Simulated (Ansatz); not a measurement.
Process, species as SMILES: [N]=C=O → C atom + N atom + O atom
B3LYP-D3(BJ)/def2-TZVP geometries, fixed; electronic energies without zero-point terms.

The atomisation energy at CCSD(T) with Ansatz (an electronic-structure program), in kcal/mol, split into its Hartree-Fock and correlation parts. Cores are frozen. Open shells are unrestricted. No added dispersion term, no relativity. Functions are those of the species that has most.

```json
[
 {"basis": "cc-pVDZ", "X": "2", "functions": "42", "Hartree-Fock": "172.31", "CCSD(T)": "281.00"},
 {"basis": "cc-pVTZ", "X": "3", "functions": "90", "Hartree-Fock": "179.82", "CCSD(T)": "301.97"},
 {"basis": "cc-pVQZ", "X": "4", "functions": "165", "Hartree-Fock": "180.92", "CCSD(T)": "309.98"}
]
```

Worked estimate of the basis-set limit from each neighbouring pair, with Hartree-Fock from the larger set and the correlation part extrapolated as X^-3.
Correlation parts: X = 2: 108.69, X = 3: 122.15, X = 4: 129.06.
- (2,3): (27·(122.15) - 8·(108.69))/19 = 127.82; with Hartree-Fock 179.82 the estimate is 307.64 kcal/mol.
- (3,4): (64·(129.06) - 27·(122.15))/37 = 134.10; with Hartree-Fock 180.92 the estimate is 315.02 kcal/mol.
The last two estimates differ by 7.39 kcal/mol; the largest set lies 5.04 from the last. Over the last step Hartree-Fock moves by 1.10 and the correlation part by 6.91.
